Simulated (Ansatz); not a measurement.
`O[Si](O)(S)[TeH]` + `BC=O` → `O=CB[TeH]` + `O[SiH](O)S`  (formal exchange of groups at a Te–Si bond)

Gas-phase electronic energies from Ansatz, PBE0-D4/def2-TZVP geometries. CCSD(T)/CBS is the MP2 limit (def2-TZVPP, def2-QZVPP) plus CCSD(T) − MP2 in def2-TZVPP, frozen cores. Functionals use def2-TZVPP. B3LYP here is the variant with VWN-RPA as its local correlation; programs differ in this. def2 core potentials past Kr. For Te outer-core shells are correlated without core-valence functions, which leaves a few kJ/mol of doubt a bond. One conformer a species, not always the lowest.

Task: Is it downhill or uphill in electronic energy at CCSD(T)/CBS, and by how much? (Best estimate.)

Result: Computed: Downhill: ΔE = -22.0 kJ/mol.

Task: What do these levels give: LDA (SPW92), PBE-D4, r2SCANh-D4, r2SCAN0-D4, PBE-QIDH, revPBE, B3LYP, r2SCANh, r2SCAN0, CCSD/def2-TZVPP, SCS-MP2/def2-QZVPP, HF/CBS(def2)? (An estimate is asked.)

Result: Ansatz gave: LDA (SPW92) -15.8, PBE-D4 -15.7, r2SCANh-D4 -19.0, r2SCAN0-D4 -20.2, PBE-QIDH -21.5, revPBE -22.0, B3LYP -26.1, r2SCANh -20.1, r2SCAN0 -21.5, CCSD/def2-TZVPP -28.9, SCS-MP2/def2-QZVPP -22.0, HF/CBS(def2) -32.9 kJ/mol.

Largest T1 diagnostic among the species: 0.021, so the coupled-cluster value is less sure than usual.

In def2-TZVPP, CCSD(T) changes the Hartree–Fock value by +5.1 kJ/mol (the triples alone add +1.6 kJ/mol) and MP2 by +10.9 kJ/mol. At CCSD(T), def2-SVP lies −8.4 kJ/mol from the extrapolated value and def2-TZVPP −5.3 kJ/mol. Leaving LDA and LC-ωPBE aside and taking each functional with its dispersion term where it has one, the values, not all of them listed here, spread over 8.4 kJ/mol, from B2PLYP to revPBE-D4. LDA lies +4.0 kJ/mol from PBE without D4.
